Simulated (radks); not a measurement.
Effect of the nuclear size on the silver ion Ag4+, [Kr] 4d7. Method: Dirac Kohn-Sham, BLYP, spin-unpolarised, spherical densities, finite nucleus; open shells are shared between the two j in proportion to 2j + 1; Fermi nuclear charge, rms radius 4.5454 fm; computed with a radial shooting solver on a logarithmic mesh with Libxc functionals. The rms radius is varied about that value; shifts are against it.

rms radius (fm)  total energy shift (eV)  density at nucleus (e/bohr^3)  1s1/2 shift (meV)  2s1/2 shift (meV)  4s1/2 shift (meV)  4p1/2 shift (meV)  4d5/2 shift (meV)  5s1/2 (empty) shift (meV)
3.9136                            -0.732                      1.488e+05               -308              -34.4              -1.25              0.063              0.040                     -0.213
4.2999                            -0.296                      1.469e+05               -124              -13.9             -0.504              0.025              0.016                     -0.086
4.5454                                 0                      1.458e+05              0.000              0.000              0.000              0.000              0.000                      0.000
4.8227                             0.351                      1.446e+05                148               16.5              0.598             -0.030             -0.019                      0.102
5.4545                              1.22                      1.422e+05                513               57.3               2.07             -0.104             -0.067                      0.354

Slopes of the eigenvalues against <r^2> in GHz/fm^2, as finite differences over the two radii next to the reference (eigenvalue slopes, not the field-shift constants of lines): 1s1/2 13800, 2s1/2 1540, 4s1/2 55.8, 4p1/2 -2.80, 4d5/2 -1.81, 5s1/2 (empty) 9.52.
